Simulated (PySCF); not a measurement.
**Do core-level shifts follow atomic charges?**

Compound: 2-vinylthiophene, C6H6S.
Numbering: `[CH2:1]=[CH:2][c:3]1[cH:4][cH:5][cH:6][s:7]1`

Cartesian coordinates in Å at the PBE0-D3(BJ)/def2-SVP level; atoms count from 1:
```
atom  x, y, z in Å
C1    -2.536    0.171    0.205
C2    -1.510   -0.642    0.493
C3    -0.103   -0.360    0.257
C4     0.508    0.748   -0.296
C5     1.920    0.637   -0.352
C6     2.377   -0.553    0.158
S7     1.087   -1.537    0.705
H8    -3.564   -0.128    0.420
H9    -2.389    1.155   -0.249
H10   -1.728   -1.614    0.948
H11   -0.048    1.616   -0.651
H12    2.578    1.408   -0.754
H13    3.407   -0.900    0.238
```

Binding energies: delta-SCF UKS SCAN, pcX-2 on the ionised atom, pcseg-1 elsewhere, spin-free X2C in PySCF 2.14.0. Charges: PBE0/pcSseg-1 ground-state density, for the ionised atom.

```json
{"atom": "C1", "environment": "terminal =CH2 carbon", "C 1s (eV)": "289.71", "Mulliken (e)": "-0.140", "IAO (e)": "-0.308", "Hirshfeld (e)": "-0.099", "ESP (e)": "-0.461"}
{"atom": "C4", "environment": "aromatic CH carbon", "C 1s (eV)": "290.10", "Mulliken (e)": "-0.019", "IAO (e)": "-0.182", "Hirshfeld (e)": "-0.072", "ESP (e)": "-0.009"}
{"atom": "C5", "environment": "aromatic CH carbon", "C 1s (eV)": "290.31", "Mulliken (e)": "-0.050", "IAO (e)": "-0.176", "Hirshfeld (e)": "-0.072", "ESP (e)": "-0.385"}
{"atom": "C6", "environment": "aromatic CH next to a ring sulfur", "C 1s (eV)": "290.44", "Mulliken (e)": "-0.282", "IAO (e)": "-0.324", "Hirshfeld (e)": "-0.085", "ESP (e)": "-0.148"}
{"atom": "C2", "environment": "alkene CH carbon", "C 1s (eV)": "290.73", "Mulliken (e)": "-0.077", "IAO (e)": "-0.140", "Hirshfeld (e)": "-0.056", "ESP (e)": "-0.133"}
{"atom": "C3", "environment": "substituted aromatic carbon", "C 1s (eV)": "290.84", "Mulliken (e)": "-0.422", "IAO (e)": "-0.152", "Hirshfeld (e)": "-0.032", "ESP (e)": "0.000"}
```

Q: How well does each charge scheme correlate with the binding energies over these sites?

A: Hirshfeld: r = 0.86, slope 15.3 eV per e; ESP: r = 0.63, slope 1.4 eV per e; IAO: r = 0.59, slope 3.0 eV per e; Mulliken: r = -0.49, slope -1.3 eV per e. Hirshfeld charges have the highest r, on only 6 points.

Q: The point-charge model writes a binding energy as kq + V + constant, with V the potential of the other atoms' charges at the site. What does it give with the IAO charges?

A: V = Σ 14.40 eV Å × q/r over all other atoms: +3.06 eV at C1, +0.05 eV at C4, -0.14 eV at C5, +2.93 eV at C6, -0.16 eV at C2, -0.37 eV at C3. Fitting binding energy − V to q gives k = 22.9 eV per e and leaves an rms residual of 0.40 eV, against 0.31 eV for the fit on q alone. The model has no term for differences in relaxation between sites.

The unrestricted hole states depart most from a pure doublet (⟨S²⟩ = 0.75; over 0.85 named) for C 1s of C2 (0.95) and C 1s of C3 (0.87), which makes these values less certain. One conformer (not necessarily the lowest) at the PBE0-D3(BJ)/def2-SVP geometry, without solvent, vibrations or thermal averaging.
